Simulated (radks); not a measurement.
Question: The mean radii <r> (bohr) of the occupied orbitals of an atom or ion are listed with their occupations. All-electron calculation, Dirac Kohn-Sham, PBE, spin-unpolarised, spherical densities, point nucleus. Program: a radial shooting solver on a logarithmic mesh with Libxc functionals.

| orbital | occ. | <r> |
|---|---|---|
| 1s1/2 | 2 | 0.05845 |
| 2s1/2 | 2 | 0.2667 |
| 2p1/2 | 2 | 0.2334 |
| 2p3/2 | 4 | 0.2365 |
| 3s1/2 | 2 | 0.8109 |
| 3p1/2 | 2 | 0.8518 |
| 3p3/2 | 4 | 0.8612 |
| 3d3/2 | 2.4 | 1.108 |
| 3d5/2 | 3.6 | 1.114 |
| 4s1/2 | 1 | 2.711 |

Name the element and its charge. Open shells, if any, are shared by 2j + 1.

Answer: Z = 26, iron, charge +1: Fe+ in [Ar] 3d6 4s1. The 1s radius gives Z: for a bare nucleus <r> = (2 gamma + 1)/(2Z) with gamma = sqrt(1 - (Z/c)^2), 0.05699 bohr for Z = 26, and screening makes it slightly larger (0.05845 here). The occupations add up to 25, and the charge is Z minus that.
